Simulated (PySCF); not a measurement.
**C₆ coefficients of unlike pairs at BHandHLYP**

Calculated with PySCF 2.14 from the dipole response of each species, C₆(A,B) = (3/π) ∫ α_A(iu) α_B(iu) du, in atomic units, from isotropic polarisabilities. For ions this is the dispersion term alone; charge-induced terms of lower order in 1/R come first.

```csv
species,configuration,basis,relativity,α (bohr³),C₆ (like pair)
S²⁺,[Ne] 3s2 3p2 (3P),dyall-acv3z (19s12p6d4f),spin-free X2C,7.271,26.31
Al²⁺,[Ne] 3s1 (2S),"aug-cc-pCVTZ-DK with one added diffuse shell each of s, p, d, f type (9s8p6d4f)",spin-free X2C,13.18,34.87
Zn³⁺,[Ar] 3d9 (2D),aug-cc-pVDZ-DK (7s6p4d2f),spin-free X2C,1.408,3.136
W⁺,[Xe] 4f14 5d4 6s1 (6D),aug-cc-pVQZ-PP with ECP60MDF (7s7p6d4f3g2h),core potential,37.60,320.9
```

Problem. Estimate C₆ for W⁺ with Zn³⁺.

Solution. The integral gives 23.67. The combination rule 2 C_A C_B / (C_A α_B/α_A + C_B α_A/α_B) gives 21.02 and the geometric mean 31.72.

No spin-orbit coupling is included.

The other pairs:

| pair | C₆ |
| --- | --- |
| Zn³⁺, S²⁺ | 7.726 |
| W⁺, Al²⁺ | 104.7 |
| W⁺, S²⁺ | 88.05 |
| Al²⁺, S²⁺ | 27.72 |
| Zn³⁺, Al²⁺ | 6.969 |
